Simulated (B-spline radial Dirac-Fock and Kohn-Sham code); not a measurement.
# Energy-loss ionisation edge M5 (3d5/2) of I

System: neutral iodine, configuration [Kr] 4d10 5s2 5p5. Calculated with an atomic code on a B-spline grid, using the first Born approximation with generalised oscillator strengths from a Dirac-Hartree-Slater potential (longitudinal and transverse terms; continuum final states only, so no white lines or fine structure). The edge is taken at 619.3 eV (tabulated value).

Partial cross sections σ(β, Δ) in barn, integrated over a window Δ above the edge and up to the collection semi-angle β, for parallel illumination:

```
E₀ (kV)  β (mrad)  Δ = 25 eV  Δ = 50 eV  Δ = 100 eV  Δ = 200 eV  Δ = 300 eV
     60         5        624       1270        2020        2910        3410
     60        10       1520       3100        5020        7380        8750
     60        20       2710       5560        9110       13700       16500
     60        50       4060       8390       13900       21400       26400
     80        10       1570       3220        5240        7770        9280
     80       100       3770       7800       13100       20400       25500
    100        50       3160       6540       10900       16900       20900
    100       100       3310       6860       11500       18000       22500
    120        50       2890       5990       10000       15500       19300
    120       100          ?          ?           ?           ?           ?
    200        10       1530       3160        5190        7850        9530
    200        20       2010       4140        6870       10500       12900
    300        10       1500       3100        5110        7780        9490
    300       100       2000       4140        6930       10800       13500
```

Q: Give the row for 120 kV and 100 mrad.

A: 2990 b for 25 eV, 6200 b for 50 eV, 10400 b for 100 eV, 16200 b for 200 eV, 20300 b for 300 eV.
